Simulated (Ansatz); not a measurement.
`CN[Si](Cl)(Cl)Cl` + CH₃NH₂ → `CN[Si](Cl)(Cl)NC` + HCl at 400 K and 1 bar (ligand exchange at the Si–Cl bond).

Gas-phase electronic energies from Ansatz, PBE0-D4/def2-TZVP geometries. CCSD(T)/CBS is the MP2 limit (def2-TZVPP, def2-QZVPP) plus CCSD(T) − MP2 in def2-TZVPP, frozen cores. This one scheme is used for every species. One conformer a species, not always the lowest.

```tsv
species	CCSD(T)/CBS energy (Eh)	H − E (kJ/mol)	S (J/(mol·K))
`CN[Si](Cl)(Cl)Cl`	-1763.76586	197.3	433.9
CH₃NH₂	-95.75281	185.4	256.0
`CN[Si](Cl)(Cl)NC`	-1399.12991	346.8	466.1
HCl	-460.38127	29.6	195.4
```

H − E and S are ideal-gas, rigid-rotor, harmonic terms from PBE0-D4/def2-TZVP, for one conformer and one mirror image of each species. 1 Eh = 2625.50 kJ/mol, R = 8.31446 J/(mol·K).

By hand: ΔE, ΔH, ΔS and ΔG.

ΔE = (-1399.12991) + (-460.38127) − (-1763.76586) − (-95.75281) = 0.00749 Eh = 19.7 kJ/mol. Δ(H − E) = 346.8 + 29.6 − 197.3 − 185.4 = -6.3, so ΔH = 13.4 kJ/mol. ΔS = 466.1 + 195.4 − 433.9 − 256.0 = -28.4 J/(mol·K). ΔG = 13.4 − 400 × (-28.4)/1000 = 24.8 kJ/mol.

By hand: the equilibrium constant, and the temperature at which ΔG would vanish if ΔH and ΔS stayed fixed.

log₁₀ K = −ΔG/(RT ln 10) = -3.2. ΔH and −TΔS have one sign here, so there is no such temperature.

TΔS isn't small against ΔH here. A doubt of 5 kJ/mol in ΔE shifts log₁₀ K by 0.7 here. Other conformers and mirror images would add mixing entropy, several J/(mol·K) or more a flexible species. Modes under 60 cm⁻¹, often nearly free rotors, make the harmonic entropy too high. These are equilibria of isolated gas molecules and say nothing of rates. Largest T1 diagnostic: 0.009 (customary marks: 0.02 for closed shells, 0.045 for open ones).
